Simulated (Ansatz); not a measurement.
Program: Ansatz. Geometries: PBE0-D4/def2-TZVP. ΔE: electronic, gas phase. CCSD(T)/CBS adds triple-zeta CCSD(T) − MP2 to the extrapolated MP2 energy (def2 sets, frozen cores). This one scheme is used for every species. DFT in def2-TZVPP. One conformer a species, not always the lowest.

Reaction (silylene formation by 1,1-elimination): `N[SiH](O)S` → H₂O + `N[Si]S`

Is it downhill or uphill in electronic energy at CCSD(T)/CBS, and by how much? (Estimate.)

Computed: Uphill: ΔE = +53.2 kcal/mol.

What do these levels give: PBE-D4, BHLYP-D4, MP2/def2-SVP, SCS-MP2/def2-TZVPP, CCSD/def2-TZVPP, CCSD(T)/def2-TZVPP? (Estimate.)

Computed: PBE-D4 49.1, BHLYP-D4 56.6, MP2/def2-SVP 52.1, SCS-MP2/def2-TZVPP 54.7, CCSD/def2-TZVPP 53.3, CCSD(T)/def2-TZVPP 52.7 kcal/mol.

Largest T1 diagnostic among the species: 0.014.

From BLYP to BHLYP (50 % exact exchange), in def2-TZVPP and without D4, ΔE moves by +10.6 kcal/mol. Leaving LDA and LC-ωPBE aside and taking each functional with its dispersion term where it has one, the values, not all of them listed here, spread over 10.3 kcal/mol, from BLYP-D4 to r2SCAN0-D4. LDA lies +7.8 kcal/mol from PBE without D4. At CCSD(T), def2-SVP lies −5.4 kcal/mol from the extrapolated value and def2-TZVPP −0.5 kcal/mol.
